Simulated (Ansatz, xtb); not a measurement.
## Two structures of Al2H4NO−

Structure I is a singlet given by its coordinates and structure II is a singlet given by its coordinates. Both are isolated ions in the gas phase, relaxed with B3LYP-D3(BJ)/def2-SVPD.

I (Å):

```json
{"atom": "Al", "x (Å)": "-0.7990", "y (Å)": "-1.1227", "z (Å)": "-0.0209"}
{"atom": "Al", "x (Å)": "1.4025", "y (Å)": "-2.4609", "z (Å)": "-0.7473"}
{"atom": "N", "x (Å)": "0.8372", "y (Å)": "-0.7037", "z (Å)": "-0.6168"}
{"atom": "O", "x (Å)": "-2.3088", "y (Å)": "-0.7230", "z (Å)": "0.4978"}
{"atom": "H", "x (Å)": "-0.2488", "y (Å)": "-2.8103", "z (Å)": "-0.1487"}
{"atom": "H", "x (Å)": "1.2902", "y (Å)": "0.1785", "z (Å)": "-0.8122"}
{"atom": "H", "x (Å)": "2.4448", "y (Å)": "-3.0619", "z (Å)": "0.3295"}
{"atom": "H", "x (Å)": "1.5508", "y (Å)": "-3.1620", "z (Å)": "-2.1943"}
```

Close contacts (Å): Al1–Al2 2.68, Al1–N3 1.79, Al1–O4 1.65, Al2–N3 1.85, Al1–H5 1.78, Al2–H5 1.79, Al2–H7 1.61, Al2–H8 1.61, N3–H6 1.01.

II (Å):

```xyz
8

Al    0.7337   -2.1311   -0.9490
Al    3.2691   -0.3554    0.6564
N    -0.9543   -1.7549   -0.2415
O     2.0708   -1.2189   -0.1306
H    -1.2497   -2.1052    0.6646
H    -1.4282   -0.8740   -0.4157
H     0.7357   -1.6693   -2.5159
H     1.0322   -3.7202   -0.7167
```

Close contacts (Å): Al1–N3 1.87, Al1–O4 1.81, Al2–O4 1.67, Al1–H7 1.63, Al1–H8 1.63, N3–H5 1.02, N3–H6 1.02.

Task: Estimate E(II) − E(I) at the level CCSD(T)/def2-SVPD + ΔMP2/def2-TZVPPD.

Result: Calculated at CCSD(T)/def2-SVPD + ΔMP2/def2-TZVPPD: E(II) − E(I) = −26.2 kcal/mol, so structure II lies lower.

How the difference moves with the method:

| level | geometry | E(II) − E(I) (kcal/mol) | departure from the last row (kcal/mol) | job, with rough time for the two |
| --- | --- | --- | --- | --- |
| B3LYP-D3(BJ)/def2-SVPD | B3LYP-D3(BJ)/def2-SVPD | −26.6 | −0.4 | optimisation, 41 s |
| HF/def2-SVPD | B3LYP-D3(BJ)/def2-SVPD | −36.4 | −10.2 | part of the CCSD(T) run |
| MP2/def2-SVPD | B3LYP-D3(BJ)/def2-SVPD | −21.7 | +4.5 | part of the CCSD(T) run |
| CCSD(T)/def2-SVPD | B3LYP-D3(BJ)/def2-SVPD | −26.9 | −0.8 | single point |
| CCSD(T)/def2-SVPD + ΔMP2/def2-TZVPPD | B3LYP-D3(BJ)/def2-SVPD | −26.2 |  | single point, 17 s |

None of the levels shown reverses the order. The largest departure from CCSD(T)/def2-SVPD + ΔMP2/def2-TZVPPD is that of HF/def2-SVPD, 10.2 kcal/mol. Levels run at GFN2-xTB geometries aren't shown. The last row adds to CCSD(T) the change of the MP2 difference between the two basis sets, here +0.8 kcal/mol.

With harmonic frequencies from B3LYP-D3(BJ)/def2-SVPD (ideal gas, rigid rotor, one conformer each, 298.15 K, 1 atm): on the last row, ΔE + ΔZPE = −24.9, ΔH = −24.1, ΔG = −26.3 kcal/mol.

The T1 diagnostic of structure I is large, so the coupled-cluster value is less sure. The correlated steps freeze 12 core orbitals. Run with Ansatz 0.2.0; the last row on 2 threads of Intel(R) Xeon(R) 6975P-C (Granite Rapids) on a shared host.
